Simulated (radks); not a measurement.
The neon ion Ne7+, configuration [He] 2s1 (the NIST ground configuration).

Calculated with a radial shooting solver on a logarithmic mesh with Libxc functionals: scalar-relativistic Kohn-Sham, LDA (Slater exchange, VWN5 correlation), spin-polarised, spherical densities, finite nucleus; open shells are filled with parallel spins first; Fermi nuclear charge, rms radius 3.0055 fm.

Energy parts (hartree):
| part | energy |
|---|---|
| total | -102.10181 |
| kinetic | 102.18058 |
| electron-nucleus | -214.42922 |
| Hartree | 16.30689 |
| exchange-correlation | -6.16006 |

Orbitals (lengths in bohr, moments of r in powers of bohr):
orbital  occ.  eigenvalue (hartree)  <1/r>    <r^2>     <r>
1s up       1             -39.79928  9.644  0.03325  0.1572
1s down     1             -39.71301  9.645  0.03316  0.1571
2s up       1              -8.27828  2.153   0.5502  0.6863
2s down     0              -7.90255  2.136   0.5632  0.6933

The highest occupied level is 2s up at -225.26 eV. Summed over all electrons, <r^2> = 0.6166 bohr^2, which gives a Langevin (diamagnetic) susceptibility term of -0.488 x 10^-6 cm^3/mol.
